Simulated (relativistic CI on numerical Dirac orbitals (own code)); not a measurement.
# How well does a small relativistic CI reproduce Pd I?

Calculated at this level of theory: Dirac-Coulomb-Breit CI, KLI orbitals optimised for each configuration, QED by a radiative potential, valence Slater integrals scaled by 0.85, P86 correlation energy added to each configuration (own radial code, finite nucleus).

Configurations in the expansion (outside the closed core [Kr]): 4d10, 4d9 5s, 4d8 5s2, 4d9 5p, 4d9 6s, 4d9 6p, 4d9 5d, 4d8 5s 5p, 4d9 4f, 4d9 6d, 4d9 5f, 4d9 5g, 4d9 6f, 4d9 6g, 4d8 5s 6s. Levels of other configurations are missing.

| Configuration | Term (tabulated) | J | Measured (cm⁻¹) | Computed | Error | Purity (%) |
| --- | --- | --- | --- | --- | --- | --- |
| 4d10 | 1S | 0 | 0.0 | 0 | 0 | 99 |
| 4d9 5s | 2[5/2] | 3 | 6564.1 | 4285 | -2279 | 100 |
| 4d9 5s | 2[5/2] | 2 | 7755.0 | 5594 | -2162 | 83 |
| 4d9 5s | 2[3/2] | 1 | 10094.0 | 7650 | -2444 | 100 |
| 4d9 5s | 2[3/2] | 2 | 11721.8 | 9872 | -1850 | 81 |
| 4d8 5s2 | 3F | 4 | 25101.2 | 24457 | -644 | 99 |
| 4d8 5s2 | 3F | 3 | 28213.8 | 27423 | -791 | 100 |
| 4d8 5s2 | 3F | 2 | 29711.1 | 28967 | -744 | 92 |
| 4d9 5p | 2[3/2]° | 2 | 34069.0 | 27506 | -6563 | 93 |
| 4d9 5p | 2[7/2]° † | 3 | 35451.4 | 29233 | -6218 | 59 |
| 4d9 5p | 2[7/2]° † | 4 | 35927.9 | 29199 | -6729 | 97 |
| 4d9 5p | 2[3/2]° | 1 | 36180.7 | 29411 | -6769 | 85 |
| 4d9 5p | 2[5/2]° | 2 | 36976.0 | 30444 | -6532 | 44 |
| 4d9 5p | 2[5/2]° | 3 | 37393.8 | 30701 | -6693 | 79 |
| 4d9 5p | 2[1/2]° | 0 | 38088.2 | 31088 | -7000 | 96 |
| 4d9 5p | 2[5/2]° | 2 | 38811.9 | 32294 | -6518 | 74 |
| 4d9 5p | 2[5/2]° | 3 | 39858.4 | 33081 | -6777 | 47 |
| 4d9 5p | 2[3/2]° | 1 | 40368.8 | 33573 | -6795 | 75 |
| 4d9 5p | 2[3/2]° | 2 | 40771.5 | 33902 | -6870 | 58 |
| 4d9 5p | 2[1/2]° | 1 | 40838.9 | 34861 | -5977 | 79 |

Measured levels from NIST Handbook of Basic Atomic Spectroscopic Data (Sansonetti and Martin, J. Phys. Chem. Ref. Data 34, 1559 (2005)); pairs were made by configuration, J and term (by order where the table uses no LS term), so strongly mixed levels may be paired wrongly.

Mean error by configuration (cm⁻¹): 4d9 5s -2184; 4d8 5s2 -726; 4d9 5p -6650. Over the excited levels the mean absolute error is 4553 cm⁻¹ (19 of the 19 excited levels that our extract of the source holds in range could be paired), and the median relative error of those above 1,000 cm⁻¹ is 17 %. † marks terms whose computed intervals miss the measured ones by more than a factor of 2.5, or configurations far off the rest, from wrong mixing, a near crossing or a doubtful label or measurement; they are left out of the means.

Transition probabilities of persistent lines. The last column rescales the computed rate by the cube of measured over computed energy:

```csv
λ measured (Å),Lower,Upper,A tabulated (s⁻¹),A computed,A rescaled
2447.91 air,4d10 1S_0,4d9 5p 2[1/2]°_1,1.11e+07,8.81e+07,1.42e+08
2476.41 air,4d10 1S_0,4d9 5p 2[3/2]°_1,1.88e+07,1.09e+07,1.90e+07
2763.09 air,4d10 1S_0,4d9 5p 2[3/2]°_1,1.69e+07,6.12e+06,1.14e+07
3242.70 air,4d9 5s 2[5/2]_3,4d9 5p 2[5/2]°_3,7.70e+07,9.72e+07,1.54e+08
3404.58 air,4d9 5s 2[5/2]_3,4d9 5p 2[7/2]°_4,1.34e+08,1.16e+08,1.90e+08
3460.74 air,4d9 5s 2[5/2]_3,4d9 5p 2[7/2]°_3,3.00e+07,2.12e+07,3.29e+07
3516.94 air,4d9 5s 2[5/2]_2,4d9 5p 2[3/2]°_1,1.03e+08,9.03e+07,1.53e+08
3609.55 air,4d9 5s 2[5/2]_2,4d9 5p 2[7/2]°_3,8.20e+07,7.61e+07,1.22e+08
```
